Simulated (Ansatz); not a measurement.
Spin states of I2Zr (SMILES [I][Zr][I]), each relaxed with B3LYP-D3(BJ)/def2-TZVP.
State 1 (charge 0, multiplicity 3):
| atom | x (Å) | y (Å) | z (Å) |
|---|---|---|---|
| Zr | 0.3464 | 0.1269 | 0.0612 |
| I | -0.4280 | 2.0157 | -1.7582 |
| I | 0.0485 | -2.0952 | 1.6267 |
State 2 (charge 0, multiplicity 1):
```xyz
3

Zr     0.5361     0.1862     0.1058
I     -0.5121     1.8767    -1.6914
I     -0.0571    -2.0156     1.5153
```

Singlets are restricted, other states unrestricted; no spin–orbit coupling, no relativity up to Kr; see below for the cores. The largest T1 diagnostic is 0.020.

Correlated levels freeze the inner cores; with def2 sets outer-core shells near the valence are correlated too.

Programs: Ansatz (a first-principles code).  In def2 rows elements past Kr take small-core potentials, without spin–orbit coupling.

**Question.** What is the computed energy of the multiplicity-1 state less that of the multiplicity-3 state (r2SCAN/def2-TZVPP)?

**Answer.** 24.1 kcal/mol

**Question.** Give the energy of the multiplicity-1 state less that of the multiplicity-3 state at the level CCSD(T)/def2-SVP.

**Answer.** 5.8 kcal/mol

**Question.** Predict the energy of the multiplicity-1 state less that of the multiplicity-3 state from wB97X-V/def2-TZVPP.

**Answer.** 12.6 kcal/mol

Doubts at one or more of the structures used: a restricted determinant that unrestricted orbitals would lower (CCSD(T)/def2-SVP).
